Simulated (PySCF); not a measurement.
Species: C4H6OSSi.
SMILES: `[SiH3]Oc1cccs1`

The closed-shell SCF was solved with PySCF and density fitting under several settings on one GFN2-xTB geometry (grid level 2 and gas phase unless stated).

```csv
settings,basis functions,SCF cycles,E (Eh),HOMO (eV),LUMO (eV),dipole (D)
PBE0/pcSseg-1,163,14,-918.3566,-6.26,-0.32,0.63
wB97X-D/def2-SVPD,202,14,-918.4822,-8.05,1.38,0.42
```

Estimate the rows for these settings: (1) PBE0/6-31G, grid level 1, fitting basis def2-universal-jkfit; (2) PBE0/MINI.

```csv
settings,basis functions,SCF cycles,E (Eh),HOMO (eV),LUMO (eV),dipole (D)
"PBE0/6-31G, grid level 1, fitting basis def2-universal-jkfit",83,10,-918.2207,-5.98,-0.01,0.87
PBE0/MINI,49,12,-912.9769,-8.04,-1.66,1.23
```

Over all rows, what range does the HOMO–LUMO gap span?

From 5.94 eV (PBE0/pcSseg-1) to 9.43 eV (wB97X-D/def2-SVPD). The functional of the narrowest has 25 % exact exchange, that of the widest range-separated exact exchange.

And the dipole moment?

From 0.42 D (wB97X-D/def2-SVPD) to 1.23 D (PBE0/MINI); the largest is 2.93 times the smallest, and the median is 0.75 D.

Compare two rows with the functional PBE0: PBE0/MINI and PBE0/6-31G, grid level 1, fitting basis def2-universal-jkfit. Which energy is lower, and by how much?

PBE0/6-31G, grid level 1, fitting basis def2-universal-jkfit (83 functions) lies 5.2438 Eh or 3291 kcal/mol below PBE0/MINI (49 functions).

wB97X-D ran without the empirical dispersion term, which would shift the total energy alone. Cycle counts include a coarse-grid stage where the run had one.

The values belong to the conformer `[SiH3:1][O:2][c:3]1[cH:4][cH:5][cH:6][s:7]1`: Si1–O2–C3–C4 -174°.
